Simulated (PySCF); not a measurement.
**Ionisation energy of Ar⁺ by level of theory**

Ar⁺ [Ne] 3s2 3p5 (2P) → Ar²⁺ [Ne] 3s2 3p4 (3P), as a difference of total energies. Calculation: PySCF 2.14, in aug-cc-pwCVDZ (6s5p3d, 36 functions); no relativity, point nucleus. Correlated levels: valence: [Ne] frozen. The calculations carry no spin-orbit coupling.

| method | ionisation energy (eV) |
| --- | --- |
| UHF | 26.391 |
| MP2 (valence) | 27.156 |
| CCSD(T) (valence) | 27.099 |
| CCSDT (valence) | 27.099 |

**Question.** Estimate what SCS-MP2 (valence) gives.

**Answer.** 27.126 eV, closest to CCSD(T) (valence) among the rows shown.

**Question.** Estimate what CCSD (valence) gives.

**Answer.** 27.083 eV, closest to CCSDT (valence) among the rows shown.

A first-order spin-orbit estimate (lowest level to lowest level, LS coupling) adds -0.006 eV.

Errors of the correlated levels include the incompleteness of this basis and the frozen core.

For comparison: 27.630 eV (measured; NIST Atomic Spectra Database, ionization energies).
